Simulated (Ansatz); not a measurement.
```yaml
crystal:
  periodic: [false, false, false]
  atoms:
    - {symbol: N, position_ang: [0.062231, 2.870849, 0.940696]}
    - {symbol: C, position_ang: [0.807999, 2.073910, 0.284406]}
    - {symbol: Al, position_ang: [0.318683, 0.194557, -0.093540]}
    - {symbol: C, position_ang: [-0.921724, -1.241724, 0.050461]}
    - {symbol: C, position_ang: [0.419588, -1.595237, -0.729639]}
    - {symbol: H, position_ang: [-0.806908, 2.421500, 1.238864]}
    - {symbol: H, position_ang: [1.755074, 2.507316, -0.060351]}
    - {symbol: H, position_ang: [-1.821954, -1.290086, -0.560313]}
    - {symbol: H, position_ang: [-1.068892, -1.802158, 0.972239]}
    - {symbol: H, position_ang: [0.280985, -1.849838, -1.778915]}
    - {symbol: H, position_ang: [1.040218, -2.346089, -0.243207]}
basis:
  gaussian: {orbitals: "6-31G*"}
total_charge: 1
magnetization: {spin_polarized: true, initial_magnetization: 7}
hamiltonian: {xc: {name: PBE0-DH}}
```

```sh
$ ansatz run in.yaml --threads 4 --pin off --events-out ev --progress --plain --max-ram 10444MiB
```

Shortened log:

```
Functional definition: PBE0-DH
924 factors; integrals over basis functions are off by at most 6.7e-4 eV
mean field evaluation 1: about -11243.8084 eV, gradient 3.9e1 eV
mean field evaluation 2: about -11243.8799 eV, gradient 3.9e1 eV
mean field evaluation 4: about -11256.7718 eV, gradient 1.8e1 eV
mean field evaluation 8: about -11258.6600 eV, gradient 2.8e-1 eV
mean field evaluation 16: about -11258.6680 eV, gradient 1.3e-3 eV
mean field -11258.66801745 eV, -413.7484182420 hartree, gradient 5.1e-6 eV, S^2 15.765681; 2 other end points of the search recorded, 0 dependent functions left out
9 core orbitals not correlated: weight in the atoms' cores, before any rotation towards them, 1.000 or more for the frozen orbitals, at most 0.000 for the correlated occupied ones
reference -11258.66804290 eV, -413.7484191773 hartree; 16, 9 occupied and 66, 73 virtual orbitals, 924 factors
second order -15.67017093 eV of doubles, -0.00000000 eV of singles
Total energy: -11260.62681427 eV, -413.8204026973 hartree
```

Question: What is wrong with this run?

Answer: The spin is set far too high for this molecule. The calculation finished and met its thresholds. The result belongs to that input, not to the molecule as meant.
